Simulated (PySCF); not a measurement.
# Tin: a sound run and one with changed settings

Sound run: Sn [Kr] 4d10 5s2 5p2, Sn+ [Kr] 4d10 5s2 5p1. Computed with PySCF 2.14 in cc-pVDZ-PP with ECP28MDF, with scalar relativity through the core potential. In the sound run the correlated levels freeze 4s2 4p6 4d10 outside the core potential. The sound run starts from symmetry-adapted Hartree-Fock orbitals and uses a fine grid where one is needed.

Changed run: all electrons correlated in a basis built for the valence shell.

```tsv
species	method	sound run (hartree)	changed run (hartree)	converged
Sn	MP2	-213.36919	-213.39594	yes
Sn+	MP2	-213.10933	-213.13395	yes
```

Ionisation energy of Sn:

| method | sound run (eV) | changed run (eV) |
| --- | --- | --- |
| UHF | 6.858 | 6.858 |
| MP2 | 7.071 | 7.129 |
| SCS-MP2 | 7.017 | 7.050 |

A valence basis has no tight correlating functions, so it recovers only part of the core correlation, and not evenly between atom and ion.

For comparison, NIST gives 7.344 eV between the lowest levels.
